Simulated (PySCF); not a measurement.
Stepwise substitution at one centre (Sn Br-OCH3). Isolated molecules, 0 K electronic values unless said otherwise. One relaxed conformer stands for each flexible species; it need not be the lowest. Strings in code marks are SMILES.

The S1 excitation (TDA) from two functionals at the same geometries (CAM-B3LYP-D3(BJ)/def2-SVP), both in PySCF: PBE-D3(BJ)/def2-TZVP and TPSSh-D3(BJ)/def2-TZVP. Excitations are Tamm–Dancoff values on a coarser integration grid. The basis has no diffuse functions, so Rydberg states are missing or too high.

```tsv
species	PBE-D3(BJ)/def2-TZVP (eV)	TPSSh-D3(BJ)/def2-TZVP (eV)
0 of 4 Br replaced by OCH3	3.37	3.82
1 of 4 Br replaced by OCH3	3.11	3.68
2 of 4 Br replaced by OCH3 (`C[O][Sn]([Br])([Br])[O]C` (C–O–Sn–Br torsion -174°, Br–Sn–O–C torsion 65°))	3.36	3.95
3 of 4 Br replaced by OCH3 (`C[O][Sn]([O]C)([O]C)[Br]`)	3.62	4.24
```

Over these rows, drawn at random from the members with no instability flagged (it was tested for open shells, ions and some series alone), PBE minus TPSSh-D3(BJ): mean -0.56 eV, from -0.62 eV to -0.45 eV.
